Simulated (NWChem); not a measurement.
Molecule: BeGeH3Cl; SMILES [Be]([Cl])[GeH3]

All runs: NWChem. Coordinates come from a PBE0/def2-SVP optimisation.

Problem. Estimate the computed values for B3LYP/def2-SVP. Quantities: highest occupied level (eV); orbital gap (eV); dipole (D).

Solution. The highest occupied level (eV) is -8.05 and the orbital gap (eV) comes out as 6.80. The dipole (D) comes out as 0.04.
